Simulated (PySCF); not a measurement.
ZnBr2, SMILES [Br][Zn][Br]. Geometry: PBE-D3(BJ)/def2-SVP. The isomer is the one that the SMILES or the coordinates give; other isomers of the formula were not compared.

Computed equilibrium geometry at PBE-D3(BJ)/def2-SVP (PySCF confirms it by a frequency run) as bond lengths and angles, and its point group:
point group D∞h.
Atoms: Zn1 Br2 Br3. Bond lengths (Å): Zn1–Br2 2.237, Zn1–Br3 2.237. Angles (°): Br2–Zn1–Br3 180.0.
Charge 0, spin multiplicity 1.
